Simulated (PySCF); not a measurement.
CH₆AlOSi, SMILES [CH3][Al+][O][SiH3], charge +1. Atoms are numbered in the order given.

```xyz
10

Al     0.0000     0.0000     1.1256
C      0.0000     0.0000     3.0295
H      1.0374     0.0038     3.4005
H     -0.5154    -0.9003     3.4005
H     -0.5220     0.8965     3.4005
O      0.0000     0.0000    -0.5028
Si     0.0000     0.0000    -2.2208
H      0.3917    -1.3705    -2.6324
H      0.9910     1.0245    -2.6324
H     -1.3827     0.3460    -2.6324
```
Charge +1, spin multiplicity 1.

Coordinates come from a PBE0-D3(BJ)/def2-SVP optimisation. The multiplicity is an assumed one; no other spin state was optimised. The isomer is the one that the SMILES or the coordinates give; other isomers of the formula were not compared. One conformer was computed; it need not be the lowest.

Two levels are set side by side: PBE/pcSseg-1 (PySCF) and PBE0/pcSseg-1 (PySCF). GIAO shifts against H2O (¹⁷O), TMS (²⁹Si), TMS (¹H), TMS (¹³C) at the same level; non-relativistic, no solvent, atoms listed together averaged. Differences are taken from unrounded values.

```tsv
quantity	PBE
δ(¹³C) of C2 (ppm)	-12.4
δ(¹H) of H3, H4, H5 (ppm)	1.87
δ(¹⁷O) of O6 (ppm)	81.9
δ(²⁹Si) of Si7 (ppm)	4.5
δ(¹H) of H8, H9, H10 (ppm)	6.00
```

These are the PBE values. What does PBE0 give? (Estimate from the structure and the level; the computed values follow.)


```tsv
quantity	PBE0	PBE minus PBE0
δ(¹³C) of C2 (ppm)	-13.0	0.6
δ(¹H) of H3, H4, H5 (ppm)	1.87	0.00
δ(¹⁷O) of O6 (ppm)	66.3	15.6
δ(²⁹Si) of Si7 (ppm)	-0.6	5.1
δ(¹H) of H8, H9, H10 (ppm)	5.79	0.22
```

Rough cost on one machine, each run with all the roots and properties that it gave: PBE0 against PBE within a factor of 2.
